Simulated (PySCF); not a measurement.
Caution: the restricted solution is unstable towards spin-unrestricted or complex orbitals, so a lower solution exists and this singlet may not be the ground state.

# H₃B₃, SMILES `BB=B` (charge 0, multiplicity 1)

Level of theory: PBE0-D3(BJ)/def2-TZVP (PySCF 2.14.0).

```
Quantity                              Result
-------------  -----------------------------
HOMO                                -6.33 eV
dipole moment                         1.94 D
HOMO–LUMO gap                        2.28 eV
LUMO                                -4.05 eV
total energy                     -2070.47 eV
cost           around 9 core-seconds (rough)
```

```xyz
6

B      1.8291    -0.0184     0.0031
B      0.2820    -0.0057     0.0025
B     -1.2856     0.0109    -0.0013
H      3.0064    -0.0278     0.0033
H     -1.9297    -0.7449     0.6740
H     -1.9021     0.7859    -0.6814
```
Charge 0, spin multiplicity 1.
